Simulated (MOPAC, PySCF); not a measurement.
H$_{3}$GaS$_{3}$, SMILES `[SH][Ga]([SH])[SH]`, neutral singlet in the gas phase. 

Cartesian coordinates (Å):
```xyz
7

S     -0.3901     2.2161     0.0648
Ga     0.3232     0.1243    -0.0162
S     -1.0138    -1.6349     0.1313
S      2.4963    -0.1918    -0.2588
H     -1.6814     1.8758     0.2138
H     -2.1385    -0.9088     0.2476
H      2.3907    -1.5320    -0.2526
```
Charge 0, spin multiplicity 1.

All levels are single points at this geometry (B3LYP-D3(BJ)/def2-TZVP); Pople sets use spherical d functions. Orbital energies aren't observables, and empty levels follow the basis.

| level | HOMO (eV) | LUMO (eV) | gap (eV) | dipole (D) | vertical IE, Delta-SCF (eV) |
|---|---|---|---|---|---|
| B3LYP-D3(BJ)/def2-TZVP in PySCF | -7.39 | -1.36 | 6.03 | 1.48 | 9.43 |
| PBE-D3(BJ)/def2-TZVP in PySCF | -6.44 | -1.98 | 4.46 | 1.46 | – |
| B3LYP/6-31G* in PySCF | -7.32 | -1.40 | 5.92 | 1.85 | 9.40 |
| B3LYP/LANL2DZ in PySCF | -7.58 | -1.49 | 6.09 | 2.41 | – |
| BP86/6-31G* in PySCF | -6.47 | -2.14 | 4.33 | 1.86 | – |
| M06-2X/6-31G* in PySCF | -8.77 | -0.28 | 8.48 | 1.92 | – |
| SVWN5/6-31G* in PySCF | -6.46 | -2.24 | 4.22 | 1.96 | – |
| HF/3-21G in PySCF | -10.77 | 1.63 | 12.40 | 2.61 | – |
| HF/6-31G* in PySCF | -10.44 | 1.97 | 12.41 | 1.99 | 9.02 |
| HF/STO-3G in PySCF | -6.93 | 5.48 | 12.41 | 1.42 | – |
| PM3 in MOPAC | -9.98 | -3.47 | 6.51 | 1.97 | – |
| PM6 in MOPAC | -9.54 | -1.50 | 8.04 | 1.60 | – |
| PM7 in MOPAC | -9.69 | -1.38 | 8.31 | 2.38 | – |
